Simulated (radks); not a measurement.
Br3+, configuration [Ar] 3d10 4s2 4p2.

Method: Dirac Kohn-Sham, PBE, spin-unpolarised, spherical densities, finite nucleus; open shells fill j = l - 1/2 first; Fermi nuclear charge, rms radius 4.1629 fm; computed with a radial shooting solver on a logarithmic mesh with Libxc functionals.

Energy parts (eV):
| part | energy |
|---|---|
| total | -70860.055 |
| kinetic | 72666.330 |
| electron-nucleus | -169948.324 |
| Hartree | 28900.453 |
| exchange-correlation | -2478.514 |

Orbitals (lengths in bohr, moments of r in powers of bohr):
orbital,occ.,eigenvalue (eV),<r^2>
1s1/2,2,-13352.33,0.002461
2s1/2,2,-1770.833,0.04230
2p1/2,2,-1598.551,0.03251
2p3/2,4,-1551.038,0.03396
3s1/2,2,-276.1836,0.3493
3p1/2,2,-216.2523,0.3628
3p3/2,4,-209.4069,0.3764
3d3/2,4,-105.4523,0.4235
3d5/2,6,-104.3610,0.4292
4s1/2,2,-54.0623,2.712
4p1/2,2,-40.2610,3.488
4p3/2,0,-39.5316,3.592

The highest occupied level is 4p1/2 at -40.261 eV. For comparison, the ionisation energy in NIST's Atomic Spectra Database is 47.78 eV (measured). In exact Kohn-Sham theory the highest level is minus the ionisation energy, but local and semilocal functionals leave it too shallow, through self-interaction and a potential that decays too fast; potentials with the right tail come closer.

Beside tabulated values, note that spin-unpolarised runs miss the spin-polarisation part of the exchange energy of open shells.
